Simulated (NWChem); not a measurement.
Species: C3H10N cation; SMILES CC([NH3+])C

```xyz
14

C     -0.7049    -1.3055    -0.1082
C     -0.0878    -0.0027     0.3856
C     -0.7834     1.2600    -0.1081
N      1.3852     0.0425    -0.0867
H     -0.7601    -1.3380    -1.2027
H     -0.1591    -2.1855     0.2500
H     -1.7267    -1.3778     0.2749
H     -0.0110    -0.0005     1.4772
H     -0.2926     2.1717     0.2503
H     -1.8078     1.2697     0.2751
H     -0.8405     1.2892    -1.2025
H      1.4371     0.0448    -1.1137
H      1.9145    -0.7728     0.2469
H      1.8638     0.8882     0.2480
```
Atoms are numbered in this order, from 1.

Computed with NWChem. Pople sets run with spherical d functions. The geometry was optimised at B3LYP/6-31G* (spherical d). GIAO values for the isolated, static molecule; σ is the absolute isotropic shielding, δ = σ(reference) − σ with the isolated reference molecule computed at the same levels (13C: tetramethylsilane, 1H: tetramethylsilane, 15N: ammonia).

| level | δ C1 (ppm) | δ C2 (ppm) | δ N4 (ppm) | δ H5 (rotor mean) (ppm) | δ H8 (ppm) | δ H12 (rotor mean) (ppm) |
|---|---|---|---|---|---|---|
| PBE0/pcSseg-1 | 21.7 | 61.5 | 75.8 | 1.80 | 3.88 | 4.27 |
| Hartree-Fock/6-31G* | 18.7 | 52.5 | 41.0 | 1.82 | 3.96 | 4.24 |
| LDA (Slater exchange, VWN5)/pcSseg-1 | 22.0 | 64.3 | 88.3 | 1.76 | 4.02 | 4.13 |
| B3LYP/6-31G* | [?] | [?] | [?] | 1.74 | [?] | [?] |

Question: What belongs in the gaps?

Answer: 
- B3LYP/6-31G*, δ C1 (ppm): 19.6
- B3LYP/6-31G*, δ C2 (ppm): 57.7
- B3LYP/6-31G*, δ N4 (ppm): 53.8
- B3LYP/6-31G*, δ H8 (ppm): 4.19
- B3LYP/6-31G*, δ H12 (rotor mean) (ppm): 4.06
